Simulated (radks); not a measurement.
Spherical quantum dot in the effective-mass picture: electrons in a parabolic well V = omega^2 r^2 / 2 with omega = 0.288, all in effective atomic units (hartree* = m*/eps^2 hartree, bohr* = eps/m* bohr), one dielectric constant everywhere. Calculated with a radial shooting solver with Libxc functionals: non-relativistic Kohn-Sham, PBE, spin-polarised, spherical densities. Levels are named by radial order and angular momentum (1s, 1p, 1d, 2s, ...), and open shells are averaged over m. Results are scaled to m* = 0.026 and eps = 10.2, for which hartree* = 6.8 meV and bohr* = 20.76 nm.

N = 4, configuration 1s2 1p(up 2, down 0). This is the lowest configuration that the search found. Occupied and some empty levels:

level,occupation,eigenvalue (meV),<r> (nm)
1s up,1,9.8539,55.86
1s down,1,10.149,53.52
1p up,2,11.070,68.19
1p down,0,11.466,68.00
1d up,0,12.511,78.01
1d down,0,12.912,78.87
2s up,0,12.972,70.04
2s down,0,13.142,70.93
1f up,0,14.091,86.74
1f down,0,14.456,87.96

Energy (meV): total 27.3968, kinetic 5.6161, external 11.139, Hartree 16.461, exchange-correlation -5.8198.

Electron density:

r (nm),n(r) (e/nm^3)
5.89,2.641e-06
12.4,2.648e-06
19.0,2.648e-06
25.6,2.625e-06
32.1,2.557e-06
38.7,2.430e-06
45.2,2.233e-06
51.8,1.969e-06
58.3,1.655e-06
64.9,1.316e-06
71.5,9.834e-07
78.0,6.866e-07
84.6,4.466e-07
91.1,2.715e-07
97.7,1.553e-07
104,8.349e-08
111,4.225e-08
117,2.008e-08
124,8.939e-09
130,3.727e-09
